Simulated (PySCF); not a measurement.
ZrF3Cl, SMILES [F][Zr]([F])([F])[Cl], multiplicity 1. Heavy atoms are numbered as in [Zr:1]([F:2])([F:3])([F:4])[Cl:5].

Geometry optimised at r2SCAN-D4/def2-SVP. The multiplicity is an assumed one; other spin states were not compared. The def2 effective core potentials stand for the cores of Zr; spin–orbit coupling is left out.

Calculation: HF/def2-TZVP in PySCF.

ESP charges are fitted to the potential on shells at 1.4 to 2.0 van der Waals radii. Atomic charges (e), one atom of each kind:

```json
[
 {"atom": "Zr1", "Mulliken": "2.15", "Löwdin": "[?]", "ESP fit": "1.67"},
 {"atom": "F2", "Mulliken": "-0.56", "Löwdin": "[?]", "ESP fit": "-0.44"},
 {"atom": "Cl5", "Mulliken": "-0.48", "Löwdin": "[?]", "ESP fit": "-0.36"}
]
```

**Question.** What belongs in the gaps? (The exact figures need the calculation; the answer reports its results.)

**Answer.** 
- Zr1, Löwdin: 0.99
- F2, Löwdin: -0.33
- Cl5, Löwdin: 0.01
